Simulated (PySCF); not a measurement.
Species: CH₆BBrSi.
SMILES: `[SiH3]CBBr`

Computed with EOM-IP-CCSD/aug-cc-pVDZ in PySCF, restricted Hartree–Fock reference, 16 core orbitals frozen, non-relativistic, gas phase, PBE0-D3(BJ)/def2-SVP geometry.

The vertical ionisation energies are 10.30, 10.96, 11.98, 12.12, 12.27, 12.62, 13.59, 15.20 eV.

**Question.** Which Hartree–Fock orbital leads each hole, and what is its Koopmans value −ε?

**Answer.** 
```csv
leading hole (HF orbital),Koopmans (eV),EOM-IP-CCSD (eV),change (eV),one-hole share
HOMO,10.97,10.30,-0.67,0.96
HOMO-1,11.55,10.96,-0.59,0.96
HOMO-2,12.76,11.98,-0.78,0.95
HOMO-3,12.87,12.12,-0.75,0.95
HOMO-4,13.03,12.27,-0.76,0.95
HOMO-5,13.39,12.62,-0.77,0.95
HOMO-6,14.74,13.59,-1.15,0.94
HOMO-7,16.42,15.20,-1.22,0.94
```

**Question.** Does the order of the lines follow the orbital energies?

**Answer.** Yes, no two lines change places. The corrections run from -1.22 to -0.59 eV, with a mean of -0.84 eV over the 8 lines; no line lies above its Koopmans value.

**Question.** At what kinetic energies would He II light (40.81 eV) eject these electrons?

**Answer.** 30.51 eV (HOMO), 29.85 eV (HOMO-1), 28.83 eV (HOMO-2), 28.69 eV (HOMO-3), 28.54 eV (HOMO-4), 28.19 eV (HOMO-5), 27.22 eV (HOMO-6), 25.61 eV (HOMO-7).

**Question.** What total energy has the lowest final state, and which wavelength reaches it?

**Answer.** E(CCSD) + ionisation energy = -2927.95044 + 0.37845 = -2927.57199 Eh, at the geometry of the initial state. The threshold wavelength is 1239.84 eV nm/10.30 eV = 120.4 nm.

Lines less than 0.15 eV apart could change places at a higher level. One root was sought for each valence orbital with −ε under 21 eV, eight at most, so deeper holes and satellites are missing; no vibrational structure.

Conformer computed: `[SiH3:1][CH2:2][BH:3][Br:4]`: Si1–C2–B3–Br4 -91°.

One conformer stands for the species.
